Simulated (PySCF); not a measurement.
C₅F₈. Atoms are numbered in the order given.

```xyz
13

F      0.1046    -2.2601    -1.4648
C      0.0368    -1.2154    -0.6691
C      0.0368    -1.2154     0.6691
F      0.1046    -2.2601     1.4648
C     -0.1020     0.1690     1.2355
F      0.7615     0.4005     2.2407
F     -1.3505     0.3986     1.7022
C      0.1884     1.0767     0.0000
F      1.4887     1.4154     0.0000
F     -0.5587     2.1842     0.0000
C     -0.1020     0.1690    -1.2355
F      0.7615     0.4005    -2.2407
F     -1.3505     0.3986    -1.7022
```

The structure is a stationary point at B3LYP-D3(BJ)/def2-SVP. The values are those of a single conformer.

Level of theory: PySCF with B3LYP-D3(BJ)/def2-SVP.

Frequencies are harmonic and unscaled.

Computed normal modes with their intensities:
| mode | ν (cm⁻¹) | IR (km/mol) | moving atoms (share of kinetic energy) |
|---|---|---|---|
| 1 | 51 | 0.1 | F 97 % |
| 2 | 101 | 0.1 | F 94 % |
| 3 | 172 | 3.3 | F 84 %, C 16 % |
| 4 | 216 | 1.0 | F 97 % |
| 5 | 242 | 0.0 | F 99 % |
| 6 | 250 | 0.1 | F 99 % |
| 7 | 253 | 0.0 | F 99 % |
| 8 | 270 | 0.5 | F 97 % |
| 9 | 307 | 1.8 | F 95 % |
| 10 | 309 | 3.9 | F 92 %, C 8 % |
| 11 | 353 | 1.1 | F 91 %, C 9 % |
| 12 | 409 | 3.1 | F 80 %, C 20 % |
| 13 | 434 | 7.2 | F 81 %, C 19 % |
| 14 | 450 | 1.7 | F 73 %, C 27 % |
| 15 | 509 | 0.0 | F 62 %, C 38 % |
| 16 | 605 | 22.9 | F 77 %, C 23 % |
| 17 | 617 | 5.8 | F 57 %, C 43 % |
| 18 | 637 | 5.2 | F 81 %, C 19 % |
| 19 | 681 | 4.7 | F 83 %, C 17 % |
| 20 | 709 | 0.7 | C 82 %, F 18 % |
| 21 | 875 | 0.8 | C 87 %, F 13 % |
| 22 | 1007 | 241.1 | C 61 %, F 39 % |
| 23 | 1030 | 265.9 | C 62 %, F 38 % |
| 24 | 1129 | 9.5 | C 81 %, F 19 % |
| 25 | 1175 | 140.2 | C 71 %, F 29 % |
| 26 | 1184 | 6.4 | C 76 %, F 24 % |
| 27 | 1215 | 278.7 | C 76 %, F 24 % |
| 28 | 1250 | 113.9 | C 78 %, F 22 % |
| 29 | 1320 | 142.4 | C 90 %, F 10 % |
| 30 | 1355 | 98.9 | C 87 %, F 13 % |
| 31 | 1407 | 2.7 | C 87 %, F 13 % |
| 32 | 1433 | 271.4 | C 88 %, F 12 % |
| 33 | 1825 | 82.8 | C 96 % |
